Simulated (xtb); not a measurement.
HOSi (SMILES O=[SiH]), doublet, from a rough starting geometry; GFN2-xTB (xtb 6.7.1).

xtb was given this input:
```
$ xtb mol.xyz --gfn 2 --uhf 1 --opt vtight --json

# file mol.xyz
3

O      1.33957562    -0.23261564     0.02964062
Si    -0.00818327     0.46278124     0.04325472
H     -1.33636304    -0.18635223    -0.04896539
```

Q: Write the output that xtb gives for this input, abridged.

A: 
```
   ID    Z sym.   atoms
    1    8 O      1
    2   14 Si     2
    3    1 H      3

           -------------------------------------------------
          |                Calculation Setup                |
           -------------------------------------------------

           -------------------------------------------------
          |                 G F N 2 - x T B                 |
           -------------------------------------------------

          ...................................................
          :                      SETUP                      :
          :.................................................:
          :  # basis functions                  15          :
          :  # atomic orbitals                  14          :
          :  # shells                            6          :
          :  # electrons                        11          :
          :  max. iterations                   250          :
          :  Hamiltonian                  GFN2-xTB          :
          :  restarted?                      false          :
          :  GBSA solvation                  false          :
          :  PC potential                    false          :
          :  electronic temp.          300.0000000     K    :
          :  accuracy                    1.0000000          :
          :  -> integral cutoff          0.2500000E+02      :
          :  -> integral neglect         0.1000000E-07      :
          :  -> SCF convergence          0.1000000E-05 Eh   :
          :  -> wf. convergence          0.1000000E-03 e    :
          :  Broyden damping             0.4000000          :
          :  net charge                          0          :
          :  unpaired electrons                  1          :
          ...................................................

 iter      E             dE          RMSdq      gap      omega  full diag
   1     -6.3111028 -0.631110E+01  0.187E+01    1.74       0.0  T
   2     -6.3268154 -0.157126E-01  0.136E+01    1.74       1.0  T
   3     -6.3240512  0.276413E-02  0.210E+00    1.77       1.0  T
   4     -6.3291671 -0.511587E-02  0.143E+00    1.78       1.0  T
   5     -6.3282311  0.936039E-03  0.103E+00    1.91       1.0  T
   6     -6.3298761 -0.164499E-02  0.397E-01    1.88       1.0  T
   7     -6.3301154 -0.239302E-03  0.178E-01    1.85       1.0  T
   8     -6.3301727 -0.572874E-04  0.238E-02    1.86       2.4  T
   9     -6.3301729 -0.196314E-06  0.177E-02    1.86       3.3  T
  10     -6.3301736 -0.720442E-06  0.173E-03    1.86      33.4  T
  11     -6.3301736 -0.391534E-08  0.516E-04    1.86     111.9  T
  12     -6.3301736 -0.427365E-09  0.185E-04    1.86     312.7  T

   *** convergence criteria satisfied after 12 iterations ***

         :::::::::::::::::::::::::::::::::::::::::::::::::::::
         ::                     SUMMARY                     ::
         :::::::::::::::::::::::::::::::::::::::::::::::::::::
         :: total energy              -6.288476259342 Eh    ::
         :: gradient norm              0.014921452947 Eh/a0 ::
         :: HOMO-LUMO gap              1.859036876097 eV    ::
         ::.................................................::
         :: SCC energy                -6.330173578304 Eh    ::
         :: -> isotropic ES            0.027877064177 Eh    ::
         :: -> anisotropic ES          0.007860112473 Eh    ::
         :: -> anisotropic XC         -0.010665124199 Eh    ::
         :: -> dispersion             -0.000830881503 Eh    ::
         :: repulsion energy           0.041697318962 Eh    ::
         :: add. restraining           0.000000000000 Eh    ::
         :: total charge              -0.000000000000 e     ::
         :::::::::::::::::::::::::::::::::::::::::::::::::::::

      -----------------------------------------------------------
     |                   =====================                   |
     |                        A N C O P T                        |
[...]
 * total energy  :    -6.2884763 Eh     change       -0.4462208E-10 Eh
 * total energy  :    -6.2886774 Eh     change       -0.2011634E-03 Eh
 * total energy  :    -6.2886958 Eh     change       -0.1835541E-04 Eh
 * total energy  :    -6.2886962 Eh     change       -0.4381851E-06 Eh
 * total energy  :    -6.2886962 Eh     change       -0.2528620E-07 Eh
   *** GEOMETRY OPTIMIZATION CONVERGED AFTER 5 ITERATIONS ***
         :: total energy              -6.288696241662 Eh    ::
[...]
         2        2.0000           -0.5676209             -15.4458
         3        2.0000           -0.4621817             -12.5766
         4        2.0000           -0.4483893             -12.2013
         5        2.0000           -0.4455669             -12.1245
         6        1.0000           -0.3049314              -8.2976 (HOMO)
         7                         -0.2376985              -6.4681 (LUMO)
         8                         -0.1180611              -3.2126
         9                         -0.1025717              -2.7911
        10                         -0.0677666              -1.8440
        11                          0.0015327               0.0417
        12                          0.0621492               1.6912
        13                          0.6832260              18.5915
        14                          0.9267795              25.2190
      -------------------------------------------------------------
                  HL-Gap            0.0672329 Eh            1.8295 eV
             Fermi-level           -0.3232821 Eh           -8.7970 eV

     #   Z          covCN         q      C6AA      α(0)
     1   8 O        0.771    -0.373    21.194     6.170
     2  14 Si       1.690     0.399   184.903    28.908
     3   1 H        0.919    -0.026     3.544     2.944

 Mol. C6AA /au·bohr⁶  :        388.542941
 Mol. C8AA /au·bohr⁸  :      19690.503217
 Mol. α(0) /au        :         38.022626

Wiberg/Mayer (AO) data.
largest (>0.10) Wiberg bond orders for each atom

 ---------------------------------------------------------------------------
     #   Z sym  total        # sym  WBO       # sym  WBO       # sym  WBO
 ---------------------------------------------------------------------------
     1   8 O    2.320 --     2 Si   2.247
     2  14 Si   3.161 --     1 O    2.247     3 H    0.913
     3   1 H    0.986 --     2 Si   0.913
 ---------------------------------------------------------------------------

Topologies differ in total number of bonds
Writing topology from bond orders to xtbtopo.mol

molecular dipole:
                 x           y           z       tot (Debye)
 q only:       -0.887       0.512       0.013
   full:       -1.456       0.433      -0.011       3.861
molecular quadrupole (traceless):
                xx          xy          yy          xz          yz          zz
 q only:       -2.641       0.565       1.484      -0.089       0.053       1.157
  q+dip:       -1.936       0.563       1.209      -0.066       0.064       0.726
   full:       -4.445       1.513       0.900      -0.155      -0.156       3.545

           -------------------------------------------------
          |                Geometry Summary                 |
           -------------------------------------------------

      molecular mass/u    :       45.0928444
   center of mass at/Å    :        0.4351799       0.1969131       0.0358386
  moments of inertia/u·Å² :        0.1218271E+01   0.2535046E+02   0.2656873E+02
rotational constants/cm⁻¹ :        0.1383734E+02   0.6649834E+00   0.6344915E+00

 * 2 selected distances

     #   Z          #   Z                                           value/Å
     1   8 O        2  14 Si                                      1.5093475 (max)
     2  14 Si       3   1 H                                       1.4594153 (min)

 * 2 distinct bonds (by element types)

   Z      Z             #   av. dist./Å        max./Å        min./Å
   1 H   14 Si          1     1.4594153     1.4594153     1.4594153
   8 O   14 Si          1     1.5093475     1.5093475     1.5093475

optimized geometry written to: xtbopt.xyz

           -------------------------------------------------
          | TOTAL ENERGY               -6.288696241662 Eh   |
          | GRADIENT NORM               0.000052173984 Eh/α |
          | HOMO-LUMO GAP               1.829501104936 eV   |
           -------------------------------------------------

normal termination of xtb
```
